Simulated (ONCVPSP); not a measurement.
# sulfur: excitation energies, all-electron against ONCV

S (Z = 16), optimised norm-conserving Vanderbilt (ONCV), made with ONCVPSP 4.0.1 (BLYP, scalar-relativistic). Core [He], reference 2s2 2p6 3s2 3p4. Waves: 2s+3s: rc 0.70 bohr, ncon 5, nbas 9, qcut 15.1 1/bohr, 3 projectors, debl 2.7 Ha; 2p+3p: rc 0.60 bohr, ncon 4, nbas 8, qcut 27.9 1/bohr, 2 projectors. Local part: polynomial inside 0.40 bohr (lpopt 1, dvloc0 0 Ha). Core correction: none.

Energies are relative to the spin-unpolarised reference configuration 2s2 2p6 3s2 3p4; without spin polarisation the order of configurations can differ from experiment.

(1) Give the all-electron excitation energy and the error of the potential for: 2s2 2p6 3s2 3p3; 2s2 2p6 3s2 3p2; 2s2 2p6 3s2 3p1; 2s2 2p6 3s2 3p3.5.

Levels in the configuration 2s2 2p6 3s2 3p2:

```tsv
level	all-electron (eV)	pseudo (eV)
2s	-237.280	-237.286
2p	-182.366	-182.346
3s	-39.242	-39.241
3p	-27.843	-27.839
```

## Answers

(1)

```
valence configuration  charge  ΔE all-electron (eV)  error AE − PS (meV)
      2s2 2p6 3s2 3p3      +1                11.619                 +0.8
      2s2 2p6 3s2 3p2      +2                33.756                 +2.5
      2s2 2p6 3s2 3p1      +3                67.683                 +6.3
    2s2 2p6 3s2 3p3.5    +0.5                 4.586                 +0.3
```
